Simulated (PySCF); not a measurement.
## SMILES [H]/N=C/CSCCC, C$_{5}$H$_{11}$NS

Geometry:
| atom | x (Å) | y (Å) | z (Å) |
| --- | --- | --- | --- |
| C1 | -2.557 | 0.538 | 0.228 |
| C2 | -1.523 | -0.548 | -0.046 |
| C3 | -0.546 | -0.103 | -1.121 |
| S4 | 0.727 | -1.358 | -1.470 |
| C5 | 1.906 | -0.984 | -0.112 |
| C6 | 2.549 | 0.302 | -0.469 |
| N7 | 2.107 | 1.373 | 0.021 |
| H8 | -3.248 | 0.216 | 1.004 |
| H9 | -2.066 | 1.450 | 0.559 |
| H10 | -3.126 | 0.760 | -0.671 |
| H11 | -2.020 | -1.466 | -0.368 |
| H12 | -0.979 | -0.768 | 0.875 |
| H13 | -1.059 | 0.062 | -2.068 |
| H14 | -0.020 | 0.809 | -0.828 |
| H15 | 1.347 | -0.918 | 0.819 |
| H16 | 2.609 | -1.814 | -0.094 |
| H17 | 3.341 | 0.229 | -1.225 |
| H18 | 2.549 | 2.227 | -0.311 |

Computed with GIAO B97-2/pcSseg-1 magnetisability, rotational g tensor and spin-rotation constants, non-relativistic, gas phase in PySCF 2.14.0. Geometry: GFN2-xTB.

Q: Give the nuclear spin-rotation constants along the inertial axes (H = +C I·J) beside the isotropic shieldings.

A: Rotational constants 3.0093, 1.3263, 1.0354 GHz. A star marks the isotopologue with that one atom substituted, in its own axes.
| atom | isotope | Caa (kHz) | Cbb (kHz) | Ccc (kHz) | mean (kHz) | σ (ppm) |
| --- | --- | --- | --- | --- | --- | --- |
| N7 | 14N | 0.389 | 0.326 | 0.144 | 0.286 | -63.0 |
| H8 | 1H | -0.134 | -0.148 | -0.040 | -0.107 | 30.6 |
| H9 | 1H | -0.264 | -0.001 | -0.116 | -0.127 | 30.9 |
| H10 | 1H | -0.251 | -0.143 | -0.011 | -0.135 | 31.0 |
| H11 | 1H | -0.244 | 0.000 | -0.111 | -0.118 | 30.3 |
| H12 | 1H | -0.242 | -0.142 | 0.001 | -0.128 | 30.2 |
| H13 | 1H | -0.259 | -0.128 | -0.006 | -0.131 | 29.9 |
| H14 | 1H | -0.201 | 0.005 | -0.112 | -0.103 | 29.0 |
| H15 | 1H | -0.152 | -0.111 | -0.042 | -0.102 | 28.9 |
| H16 | 1H | -0.158 | -0.064 | -0.080 | -0.101 | 29.0 |
| H17 | 1H | 0.072 | -0.091 | -0.039 | -0.019 | 23.8 |
| H18 | 1H | -0.216 | 0.023 | -0.007 | -0.066 | 21.9 |
| C1 | 13C* | 0.410 | 0.182 | 0.149 | 0.247 | 169.9 |
| C2 | 13C* | 0.481 | 0.200 | 0.169 | 0.283 | 158.3 |
| C3 | 13C* | 0.489 | 0.233 | 0.172 | 0.298 | 151.8 |
| S4 | 33S* | 0.637 | 0.360 | 0.273 | 0.423 | 517.1 |
| C5 | 13C* | 0.538 | 0.225 | 0.184 | 0.316 | 146.2 |
| C6 | 13C* | 1.158 | 0.480 | 0.354 | 0.664 | 22.3 |

For the geometry as given, no vibrational averaging.

Q: How do the rotational constants and the g tensor change when H8, H9, H10, H11, H12, H13, H14, H15, H16, H17, H18 are replaced by deuterium?

A: Constants 2.6014, 1.1099, 0.8956 GHz; g -0.0139, -0.0038, -0.0028, against -0.0161, -0.0043, -0.0034 before.
